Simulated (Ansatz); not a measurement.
Relaxation of F2H5NSi (9 atoms, charge 0, multiplicity 1), to a largest force component of 0.03 eV/Å in at most 50 steps.

All numbers below come from Ansatz, RKS r2SCAN-D4/6-31G*.

```xyz
9
Properties=species:S:1:pos:R:3
Si -0.524 -0.126 -0.337
H -0.047 0.965 2.052
F 0.812 -0.826 0.193
F -0.181 1.434 -0.462
H -0.832 -0.698 -1.662
N -1.907 -0.418 0.728
H -2.703 -0.857 0.275
H -2.215 0.299 1.371
H -0.373 0.359 2.213
```

Task: Where does it end, and by what steps?

Result: It converged. After 21 steps the energy has fallen by 0.297 eV; H2 moved furthest, 1.13 Å.

| step | energy less start (eV) | largest force component (eV/Å) | accepted |
| --- | --- | --- | --- |
| 0 | 0.0000 | 1.322 | yes |
| 1 | -0.1651 | 0.782 | yes |
| 2 | -0.2124 | 0.923 | yes |
| 3 | -0.2506 | 0.818 | yes |
| 4 | -0.2661 | 0.243 | yes |
| 5 | -0.2712 | 0.179 | yes |
| 6 | -0.2757 | 0.167 | yes |
| 7 | -0.2782 | 0.242 | yes |
| 8 | -0.2798 | 0.145 | yes |
| 9 | -0.2813 | 0.192 | yes |
| 10 | -0.2824 | 0.242 | yes |
| 11 | -0.2827 | 0.205 | yes |
| 12 | -0.2791 | 0.324 | no |
| 13 | -0.2888 | 0.065 | yes |
| 14 | -0.2916 | 0.146 | yes |
| 15 | -0.2927 | 0.101 | yes |
| 16 | -0.2945 | 0.080 | yes |
| 17 | -0.2956 | 0.088 | yes |
| 18 | -0.2962 | 0.055 | yes |
| 19 | -0.2966 | 0.043 | yes |
| 20 | -0.2970 | 0.032 | yes |
| 21 | -0.2971 | 0.030 | yes |

```xyz
9
Properties=species:S:1:pos:R:3
Si -0.643 -0.169 -0.577
H -0.050 0.848 3.173
F 0.679 -0.404 0.299
F -0.441 1.295 -1.206
H -0.743 -1.139 -1.684
N -1.996 -0.343 0.432
H -2.895 -0.601 0.048
H -2.086 0.149 1.313
H 0.204 0.496 2.571
```

Run time: 49 s on 2 threads of Arm Neoverse V1, on a shared host, peak memory 0.15 GiB.
